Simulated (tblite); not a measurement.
C₇H₁₀FPSi.
Cartesian coordinates in Å at the GFN2-xTB level; atoms count from 1:
```xyz
20
C7H10FPSi angstrom
F     -3.552    1.088    1.699
C     -2.569    0.577    0.928
C     -2.052   -0.668    1.237
C     -1.039   -1.182    0.449
C     -0.544   -0.458   -0.630
P      0.775   -1.105   -1.720
C      2.160    0.023   -1.218
Si     2.493    0.198    0.653
C     -1.101    0.782   -0.930
C     -2.111    1.313   -0.150
H     -2.439   -1.215    2.082
H     -0.628   -2.155    0.677
H      1.122   -2.164   -0.869
H      3.047   -0.360   -1.729
H      1.947    0.998   -1.664
H      2.675   -1.137    1.228
H      1.372    0.880    1.299
H      3.720    0.982    0.806
H     -0.736    1.336   -1.784
H     -2.545    2.276   -0.367
```

Method: GFN2-xTB as coded in tblite; computed harmonic values from a numerical Hessian at the method's own geometry, unscaled. Errors from tens to a few hundred cm⁻¹ against measured bands are possible. Modes of hydrogen on phosphorus and silicon can be 10 to 20 % off. One conformer, not necessarily the lowest.

Harmonic wavenumbers (cm⁻¹): 28.6, 38.3, 79.7, 136.7, 143.0, 215.8, 227.7, 329.7, 367.1, 370.9, 384.2, 479.9, 501.0, 518.9, 602.8, 607.4, 648.7, 655.5, 694.1, 773.2, 779.7, 781.4, 797.5, 800.9, 822.7, 862.2, 866.0, 874.6, 903.8, 917.3, 1004.7, 1064.4, 1114.2, 1119.1, 1166.2, 1167.7, 1231.3, 1256.3, 1320.7, 1397.5, 1429.6, 1465.7, 1579.6, 1588.8, 2234.2, 2256.3, 2263.2, 2268.2, 2941.0, 2955.1, 3069.0, 3074.3, 3105.2, 3106.4.

A = 1751, B = 543.3, C = 496.7 MHz; mass 172.027 u (most abundant isotopes); point group C1, symmetry number 1.

**Question.** Zero-point energy?

**Answer.** Half the sum of the wavenumbers: 30694 cm⁻¹ = 87.76 kcal/mol.

**Question.** What is S at 273.15 K and 1 bar for an ideal gas of classical rigid rotors and harmonic oscillators?

**Answer.** Translation 40.93, rotation 30.64, vibration 32.48: S = 104.0 cal/(mol K).

**Question.** And Cp and H(273.15 K) − H(0)?

**Answer.** Cp = 41.93 cal/(mol K), of which vibrations give 33.98 (their classical limit is 54 R = 107.3); H(273.15 K) − H(0) = 6.70 kcal/mol without the zero-point energy, 4.53 from vibrations.

**Question.** Which modes carry the vibrational entropy at 273.15 K?

**Answer.** 28.6 cm⁻¹: 5.75; 38.3 cm⁻¹: 5.17; 79.7 cm⁻¹: 3.73; 136.7 cm⁻¹: 2.68; 143.0 cm⁻¹: 2.60; 215.8 cm⁻¹: 1.84 cal/(mol K); the other 48 give 10.72 together.

**Question.** How do the functions run with temperature in this model?

**Answer.** 
| T (K) | S (cal/(mol K)) | Cp (cal/(mol K)) | H − H(0) (kcal/mol) | G − H(0) (kcal/mol) | ln q(vib) |
| --- | --- | --- | --- | --- | --- |
| 100 | 75.2 | 19.9 | 1.42 | -6.10 | 2.73 |
| 200 | 92.6 | 32.1 | 3.99 | -14.52 | 5.78 |
| 300 | 108.1 | 45.4 | 7.87 | -24.57 | 8.82 |
| 500 | 136.6 | 66.2 | 19.19 | -49.10 | 14.99 |
| 800 | 172.0 | 84.2 | 42.02 | -95.59 | 23.82 |
| 1000 | 191.6 | 91.5 | 59.64 | -132.01 | 29.22 |

q(vib) and H(0) count from the zero-point level.

**Question.** What must be added to the electronic energy to get the Gibbs energy at 273.15 K and 1 bar?

**Answer.** ZPE + [H(273.15 K) − H(0)] − T·S = 87.76 + 6.70 − 28.42 = 66.04 kcal/mol.

Hindered rotation and anharmonicity are outside this model. Other conformers, if any are populated, would add a mixing term that is left out. The structure is chiral; the term R ln 2 for an equal mix with its mirror image is left out.

On one thread, Intel Xeon 6975P-C (x86_64), shared host with 192 logical CPUs at a one-minute load of 60, this took 0.86 s wall. The figure is for the frequency step alone.
